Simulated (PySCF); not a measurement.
Coordinates in bohr (charge 0 multiplicity 2):
```
Ga    0.0000    0.0000   -0.5992
O     2.7560   -0.6848    1.2611
O    -2.7560    0.6848    1.2611
H     4.2319   -1.0515    0.2716
H    -4.2319    1.0515    0.2716
```

Method: UPBE0 in PySCF with Ga def2-TZVP, O def2-TZVP, H def2-TZVP; no relativity; density-fitted integrals.

This geometry of Ga(OH)₂ is a stationary point at this level.

(1) What is the point group?

(2) Is it a minimum?

(3) What are the dipole moment and the gap between the highest occupied and lowest empty levels of either spin?

(4) What is the atomisation energy, with and without zero-point energy?

Results:

(1) C2v.

(2) Yes: all harmonic wavenumbers are real.

(3) 2.97 D and 3.22 eV.

(4) 1559 kJ/mol without, 1490 kJ/mol with.

This need not be the most stable arrangement of these atoms.
